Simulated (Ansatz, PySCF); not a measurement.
This Ansatz (a quantum-chemistry and plane-wave program) input computes a SVWN5/def2-TZVPD energy:

Ansatz 0.2 input:
```yaml
crystal:
  periodic: [false, false, false]
  atoms:
    - {symbol: C, position_ang: [-1.87553168, -0.34781838, 0.01992119]}
    - {symbol: O, position_ang: [-0.79433697, 0.46619420, 0.15890766]}
    - {symbol: C, position_ang: [0.45678478, -0.06418924, -0.04137165]}
    - {symbol: C, position_ang: [1.50587222, 0.98798525, 0.15782875]}
    - {symbol: O, position_ang: [0.63787662, -1.21317774, -0.33333743]}
    - {symbol: H, position_ang: [-2.81819570, 0.13926959, 0.19227537]}
    - {symbol: H, position_ang: [-1.72326309, -1.38039451, -0.24187567]}
    - {symbol: H, position_ang: [1.43906175, 1.39475630, 1.16794502]}
    - {symbol: H, position_ang: [1.34338670, 1.81299421, -0.53731143]}
    - {symbol: H, position_ang: [2.48794116, 0.55337700, -0.00386490]}
basis:
  gaussian:
    orbitals: def2-TZVPD
hamiltonian:
  xc: {name: SVWN5}
magnetization: {spin_polarized: true, initial_magnetization: 1}
output: {forces: true}
```

Task: Write an input for the same energy in PySCF and say what it gives.

Result: 
```python
from pyscf import gto, scf, dft

mol = gto.M(
    atom='''
    C    -1.87553168   -0.34781838    0.01992119
    O    -0.79433697    0.46619420    0.15890766
    C     0.45678478   -0.06418924   -0.04137165
    C     1.50587222    0.98798525    0.15782875
    O     0.63787662   -1.21317774   -0.33333743
    H    -2.81819570    0.13926959    0.19227537
    H    -1.72326309   -1.38039451   -0.24187567
    H     1.43906175    1.39475630    1.16794502
    H     1.34338670    1.81299421   -0.53731143
    H     2.48794116    0.55337700   -0.00386490
    ''',
    basis='def2-tzvpd',
    charge=0,
    spin=1,
    verbose=4,
)

mf = dft.UKS(mol, xc='svwn').density_fit(auxbasis='def2-universal-jkfit')
mf.grids.level = 3
mf.conv_tol = 1e-9
mf.max_cycle = 100
mf.max_memory = 1500
mf.kernel()
if not mf.converged:
    mf = mf.newton()
    mf.kernel(mf.make_rdm1())
for _ in range(2):
    mo, _, stable, _ = mf.stability(return_status=True)
    if stable:
        break
    mf.kernel(mf.make_rdm1(mo, mf.mo_occ))
mf.analyze()
```
It gives -265.67982 Eh, and Ansatz -265.67972 Eh, a difference of 0.10 mEh, from the treatment of integrals and grids.

It need not be the lowest isomer of its formula.
